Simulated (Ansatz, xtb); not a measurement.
# Two isomers of CH6AlClN

We compare X, `[CH2][Al@H-]([NH3+])[Cl]`, a doublet, with Y, `[CH2][NH2+][AlH2-][Cl]`, a doublet. Both are isolated molecules in the gas phase, relaxed with B3LYP-D3(BJ)/def2-SVP; the shapes shown needn't be the lowest conformers.

X (Å):

```yaml
atoms:
  - { symbol: C, position_ang: [-3.7042, 2.0385, -1.3529] }
  - { symbol: Al, position_ang: [-1.7732, 1.9955, -1.5833] }
  - { symbol: Cl, position_ang: [-0.7339, 3.8022, -0.9936] }
  - { symbol: N, position_ang: [-1.1291, 0.8695, 0.0279] }
  - { symbol: H, position_ang: [-4.2339, 2.7641, -0.7172] }
  - { symbol: H, position_ang: [-4.4131, 1.3952, -1.8957] }
  - { symbol: H, position_ang: [-1.1223, 1.1806, -2.7833] }
  - { symbol: H, position_ang: [-1.2802, -0.1360, -0.0875] }
  - { symbol: H, position_ang: [-0.1278, 1.0235, 0.1767] }
  - { symbol: H, position_ang: [-1.6099, 1.1596, 0.8837] }
```

Y (Å):

```xyz
10

C    -1.7676    1.9207   -0.5218
Al    1.1827    1.5978   -0.1274
Cl    2.0521   -0.3766    0.0243
N    -0.7881    0.8970   -0.3871
H    -2.0628    2.4369    0.3922
H    -1.8129    2.4287   -1.4856
H    -0.7411    0.2862   -1.2080
H    -0.9575    0.2931    0.4228
H     1.0333    2.3839    1.2425
H     1.4104    2.3386   -1.5118
```

Quicker runs give these differences E(Y) − E(X): GFN2-xTB −0.565 eV; HF/STO-3G +0.788 eV (at GFN2-xTB geometries); r2SCAN-D4/def2-SVP +0.729 eV (at GFN2-xTB geometries).

Task: Estimate which is lower in electronic energy at CCSD(T)/def2-SVP + ΔMP2/def2-TZVPP, and by roughly how much.

Result: The CCSD(T)/def2-SVP + ΔMP2/def2-TZVPP calculation puts structure X lower, by 0.845 eV.

Level by level:

| level | geometry | E(Y) − E(X) (eV) | departure from the last row (eV) | job, with rough time for the two |
| --- | --- | --- | --- | --- |
| GFN2-xTB | GFN2-xTB | −0.565 | −1.410 | optimisation, 0.26 s |
| HF/STO-3G | GFN2-xTB | +0.788 | −0.057 | single point, 0.34 s |
| r2SCAN-D4/def2-SVP | GFN2-xTB | +0.729 | −0.116 | single point, 6.3 s |
| B3LYP-D3(BJ)/def2-SVP | B3LYP-D3(BJ)/def2-SVP | +0.661 | −0.184 | optimisation, 2.9 min |
| HF/def2-SVP | B3LYP-D3(BJ)/def2-SVP | +0.745 | −0.099 | part of the CCSD(T) run |
| MP2/def2-SVP | B3LYP-D3(BJ)/def2-SVP | +0.751 | −0.094 | part of the CCSD(T) run |
| CCSD(T)/def2-SVP | B3LYP-D3(BJ)/def2-SVP | +0.712 | −0.133 | single point |
| CCSD(T)/def2-SVP + ΔMP2/def2-TZVPP | B3LYP-D3(BJ)/def2-SVP | +0.845 |  | single point, 41 s |

As drawn, Y has 1 C–N, 1 Al–H in place of 1 C–Al, 1 N–H.

GFN2-xTB puts the two in the other order. The largest departure from CCSD(T)/def2-SVP + ΔMP2/def2-TZVPP is that of GFN2-xTB, 1.410 eV. A small imaginary or near-zero mode remains, so no thermal terms are given. The last row adds to CCSD(T) the change of the MP2 difference between the two basis sets, here +0.133 eV, a large step that makes the value less sure.

Open shells are spin-unrestricted. The correlated steps freeze 12 core orbitals. Run with Ansatz 0.2.0, xtb 6.7.1; the last row on 2 threads of Arm Neoverse V1 on a shared host.
